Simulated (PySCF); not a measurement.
Species: MoSeF4 (singlet state).
Bonds: Mo1–Se2, Mo1–F3, Mo1–F4, Mo1–F5, Mo1–F6.

The calculation used PySCF, PBE0-D3(BJ)/def2-SVP geometry optimisation, gas phase, def2 core potentials past Kr.

(1) What internal coordinates does the optimisation give?

Answers

(1) 
| bond | length (Å) |
| --- | --- |
| Mo1–Se2 | 2.200 |
| Mo1–F3 and 3 like bonds | 1.835 |

Bonds in one row agree within 0.01 Å and their mean is given. A selection of angles:
| angle | degrees |
| --- | --- |
| Se2–Mo1–F3 | 105.2 |
| F3–Mo1–F4 | 86.1 |
| F3–Mo1–F5 | 149.7 |

All 4 F–Mo bonds measure 1.835 Å. Mo1 (molybdenum bonded to 4 F and Se) is square pyramidal (τ5 = (β − α)/60° = 0.00 from the two widest angles, 149.7° and 149.7° (0 for a square pyramid, 1 for a trigonal bipyramid)).

Point group: C4v (every atom within 0.08 Å of its image). No PBE0-D3(BJ)/def2-SVP frequencies stand behind this structure, so it isn't proved a minimum.
